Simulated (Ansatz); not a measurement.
The cluster Al₃Ga⁻, relaxed as a quartet with UKS PBE0-D4/def2-SVPD in Ansatz, starting from the PBE0-D4/def2-SVPD geometry of the charge -1 doublet. Force threshold 0.02 eV/Å.

At PBE0-D4/def2-SVPD a doublet of charge -1 lies 0.11 eV below the quartet, each at its own geometry. The structure comes from a short search, and lower isomers may exist.

Start:

```xyz
4

Al   -0.077    1.084    1.127
Al   -1.588    0.818   -0.908
Al    0.090   -1.091   -1.119
Ga    1.575   -0.811    0.899
```

| step | energy (eV) | largest force component (eV/Å) | SCF passes |
| --- | --- | --- | --- |
| 1 | -72139.4165 | 1.325 | 23 |
| 2 | -72139.9155 | 0.705 | 29 |
| 3 | -72140.0501 | 0.215 | 25 |
| 4 | -72140.0554 | 0.062 | 28 |
| 5 | -72140.0560 | 0.007 | 21 |

Force components are those of the run's own axes.

End:

Cartesian coordinates in Å:
```
Al -0.0701 0.9034 0.9341
Al -1.8001 0.9274 -1.0298
Al 0.0673 -0.9040 -0.9338
Ga 1.8028 -0.9268 1.0294
```

Bonds formed: Al1–Al3 (atoms count from 1).

No frequencies were taken in this run, so the end may be a saddle point.

It took 18 s on 2 threads of Arm Neoverse V2 on a shared host.
